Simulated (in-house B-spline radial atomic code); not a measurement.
A calculation on Br VIII (Br7+): its settings, and results tabulated from the run. Computed with a B-spline radial code for spherical atoms: scalar-relativistic (X2C) LDA VWN5, spin-polarised, spherical fractional occupations, Fermi nucleus of rms radius 4.1629 fm.

Command:
```bash
python run_scf.py task.json out
```
Settings (nuclear radius in fm, mass in u):
```
Z                35
configuration    [Ar] 3d10
hamiltonian      x2c
method           lda,vwn
spin_polarised   True
nucleus          fermi
rms_radius       4.1629
atomic_mass      78.91834
speed_of_light   137.035999084
```

Output (hartree, bohr):
```
 radial grid: 64 intervals, B-splines of order 8, outer radius 8.961 bohr

 iter        energy (Eh)    residual
    1       -2565.540487    1.16e+00
    2       -2576.237880    1.04e+00
    3       -2588.561809    1.85e-01
    4       -2589.041141    2.97e-02
    5       -2589.048990    1.43e-02
    6       -2589.051291    5.89e-03
    7       -2589.051821    1.15e-04
    8       -2589.051821    4.84e-06
    9       -2589.051821    4.93e-08

 total energy                     -2589.05182
 kinetic                            2653.8354
 electron-nucleus                  -6140.2739
 Hartree                             983.3960
 exchange-correlation                -86.0092

 orbital      occ     eigenvalue          <r>       <r^2>       <1/r>       r_max
 1s up      1.000      -492.2247    0.0423845  0.00243065     36.4458     0.02747
 1s down    1.000      -492.2247    0.0423845  0.00243065     36.4458     0.02747
 2s up      1.000       -67.6370      0.18947   0.0423931     8.02899      0.1594
 2s down    1.000       -67.6370      0.18947   0.0423931     8.02899      0.1594
 2p up      3.000       -60.2171     0.165361   0.0334858     7.74173      0.1272
 2p down    3.000       -60.2171     0.165361   0.0334858     7.74173      0.1272
 3s up      1.000       -12.7476     0.550208    0.348056     2.62563      0.4842
 3s down    1.000       -12.7476     0.550208    0.348056     2.62563      0.4842
 3p up      3.000       -10.3950     0.560783    0.367774     2.45867      0.4804
 3p down    3.000       -10.3950     0.560783    0.367774     2.45867      0.4804
 3d up      5.000        -6.4753     0.574906    0.404503     2.18865      0.4273
 3d down    5.000        -6.4753     0.574906    0.404503     2.18865      0.4273
```

Run time, properties included: 0.51 s on 1 thread of Arm Neoverse N1, with other jobs on the host.

One-electron X2C: radii and densities carry no picture-change correction, so inner-shell <1/r> comes out high (for 1s by about 2 % at Z = 33, 5 % at 54, 10 % at 75, 30 % at 118) and <r> low.
